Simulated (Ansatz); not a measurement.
A structure drawn as `FC1N=C[SiH2]O1`, with this starting geometry:

```xyz
10

F    -2.249    0.064   -0.129
C    -1.117   -0.018   -0.748
N    -0.457    1.308   -0.554
C     0.681    1.080    0.185
Si    0.848   -0.660    0.653
O    -0.466   -1.217   -0.245
H    -1.301   -0.182   -1.815
H     1.327    1.893    0.500
H     2.091   -1.300    0.088
H     0.642   -0.968    2.065
```

The species carries charge 0 and has multiplicity 1.

(1) Does it keep its bonds when Ansatz relaxes it at PBE-D4/def2-SVP and then PBE0-D4/def2-TZVP?

(2) Give the relaxed structure. (Best estimate.)

Atoms count as bonded under 1.1 times the sum of their covalent radii (H–H under 0.85 Å, pairs among N, O and F under 1.55 Å), and a drawn bond as lost past 1.3 times.

Results:

(1) Yes, every drawn bond is still there and no new one forms.

(2) Ansatz gave: 
Z-matrix (Å, degrees):
```
C
N 1 1.451
O 1 1.386 2 113.6
F 1 1.361 2 107.3 3 120.2
H 1 1.094 2 109.5 3 -123.1
C 2 1.270 1 113.6 3 -0.8
Si 3 1.657 1 112.5 2 1.6
H 6 1.089 2 118.1 1 -179.2
H 7 1.482 3 111.3 1 -119.3
H 7 1.482 3 113.3 1 116.3
```
No frequency check was run.
